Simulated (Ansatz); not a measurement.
Ansatz results at the PBE0-D4/def2-TZVP geometry: size of the dipole moment (B3LYP/def2-TZVPP) 1.69 D; HOMO–LUMO gap (PBE0/def2-TZVPP) 7.83 eV; HOMO energy (PBE/def2-TZVPP) -6.67 eV.

Each molecule was computed in one conformer, which needn't be the lowest.

(1) Which molecule gave them?
A. `BNC`
B. `FB(F)C(F)(F)F`
C. `CCB(O)O`
D. `CB(F)OC(C)=O`

## Answers

(1) D. The others give `BNC`: 2.06, 8.14, -6.61; `FB(F)C(F)(F)F`: 0.90, 9.48, -8.80; `CCB(O)O`: 1.36, 9.43, -7.27.

B3LYP here is the variant with VWN-RPA as its local correlation; programs differ in this.
